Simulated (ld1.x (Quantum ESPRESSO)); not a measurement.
Building the PAW potential for tantalum (Ta) (LDA (PZ), scalar-relativistic).

| Quantity | Value |
| --- | --- |
| Element | tantalum (Ta) |
| Generator | ld1.x (Quantum ESPRESSO) 7.5 |
| Type | PAW |
| Functional | LDA (PZ) |
| Relativity | scalar-relativistic |
| Frozen core | [Kr] 4d10 |
| Valence charge | 27 |
| Reference configuration | 4f14 5s2 5p6 5d3 6s2 6p0 |
| Partial waves | 5s (bound): rcut 1.40, rcutus 1.70 bohr; 6s (bound): rcut 1.40, rcutus 1.70 bohr; 5p (bound): rcut 1.85, rcutus 2.40 bohr; 6p (bound, empty): rcut 1.85, rcutus 2.40 bohr; 5d (bound): rcut 1.75, rcutus 1.95 bohr; 5d channel at 4.1 Ry: rcut 1.75, rcutus 1.95 bohr; 4f (bound): rcut 0.80, rcutus 1.10 bohr; 4f channel at -1.5 Ry: rcut 0.80, rcutus 1.10 bohr |
| Local potential | all-electron potential smoothed inside 1.80 bohr (lloc = -1) |
| Core correction | a·sin(br)/r model core, default radius (ld1.x builds one for every PAW set, though the input has nlcc=.false.) |
| Augmentation charge | PSQ, inside the norm-conserving radii |

All-electron outer shells of the reference configuration (LDA (PZ), scalar-relativistic, ld1.x):

```
shell  level (eV)  outermost node (bohr)  outermost maximum (bohr)
   4p     -400.21                   0.24                      0.45
   4d     -222.00                   0.22                      0.46
   5s      -73.19                   0.54                      0.98
   5p      -39.56                   0.58                      1.13
   4f      -24.93                      –                      0.44
   6s       -5.62                   1.32                      2.74
   5d       -3.79                   0.65                      1.58
   6p       -1.48                   1.59                      3.89
```

Problem. Does the generator finish with these settings?

Solution. Yes, a potential is produced and its reference levels are reproduced.

Problem. Is the overlap operator S = 1 + Σ q|β⟩⟨β| positive definite (Bessel basis up to 400 Ry)?

Solution. No: its lowest eigenvalue is -0.705, in the d channel, so the generalised eigenproblem breaks down once the basis is large enough.

Test run stopped at test 1 of 9 (negative rho).

The ghost test of this file was not conclusive. Its overlap operator is not positive definite in a basis up to 400 Ry (lowest eigenvalue s -0.06, p -0.53, d -0.71), so the file is unfit for use: the generalised eigenproblem breaks down once the basis is large enough, and its test numbers describe a broken file.
